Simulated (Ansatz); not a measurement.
Stepwise reaction of `CS[SiH](O)O` with hydrogen, as a gas-phase model of exchange steps in deposition or etching. ΔE in kJ/mol.

Program: Ansatz. Geometries: PBE0-D4/def2-TZVP. ΔE: electronic, gas phase. CCSD(T)/CBS adds triple-zeta CCSD(T) − MP2 to the extrapolated MP2 energy (def2 sets, frozen cores). This one scheme is used for every species. DFT in def2-TZVPP. B3LYP here is the variant with VWN-RPA as its local correlation; programs differ in this. Each species was taken in one conformer, which may not be the lowest.

| step | reaction | PBE-D4 | B3LYP-D4 | ωB97M-V | CCSD(T)/CBS |
| --- | --- | --- | --- | --- | --- |
| 1 | `CS[SiH](O)O` + H₂ → `CS[SiH2]O` + H₂O | 85.6 | 91.7 | 92.7 | 89.7 |
| 2 | `CS[SiH2]O` + H₂ → `CS[SiH3]` + H₂O | 76.5 | 81.9 | 82.1 | 79.2 |

Q: By hand: ΔE of the 2 steps together at CCSD(T)/CBS.

A: (89.7) + (79.2) = 168.9 kJ/mol, or 84.5 kJ/mol a step.

In ΔE each step is lower than the one before. All are uphill at CCSD(T)/CBS. PBE-D4 differs from CCSD(T)/CBS by -4.1 to -2.7 kJ/mol a step. Isolated molecules leave out the surface, adducts and barriers. Largest T1 diagnostic: 0.011.
